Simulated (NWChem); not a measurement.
CH$_{4}$BFS; SMILES CSBF

```xyz
8

B      0.4934    -0.9358    -0.1144
F     -0.0025    -2.1591    -0.0163
H      1.6150    -0.7794    -0.5382
S     -0.5307     0.4390     0.3901
C      0.5556     1.8610     0.0782
H      0.7194     2.4023     1.0194
H      0.0711     2.5329    -0.6426
H      1.5214     1.5289    -0.3246
```
Atoms are numbered in this order, from 1.

Level: PBE0/def2-SVP (NWChem), optimised geometry, unscaled harmonic frequencies. 

Question: List the harmonic frequencies with IR intensities, and the thermochemistry.

Answer: 
| frequency (cm⁻¹) | IR intensity (km/mol) |
|---|---|
| 62 | 0.1 |
| 191 | 0.3 |
| 222 | 2.5 |
| 393 | 1.6 |
| 736 | 5.5 |
| 815 | 47.3 |
| 837 | 22.6 |
| 975 | 6.2 |
| 978 | 1.9 |
| 1099 | 28.3 |
| 1323 | 342.3 |
| 1338 | 65.4 |
| 1443 | 8.2 |
| 1458 | 10.4 |
| 2635 | 114.5 |
| 3078 | 14.7 |
| 3194 | 1.2 |
| 3200 | 0.5 |

| Quantity | Value |
|---|---|
| zero-point energy | 34.3 kcal/mol |
| thermal correction to the enthalpy at 298.15 K (with zero-point energy) | 38.3 kcal/mol |
| heat capacity Cv | 16.6 cal/(mol K) |
| entropy at 298.15 K and 1 atm (symmetry number 1) | 74.5 cal/(mol K) |
| dipole moment | 2.32 D |

Rigid rotor and harmonic oscillator; modes under 100 cm⁻¹ make the entropy uncertain.
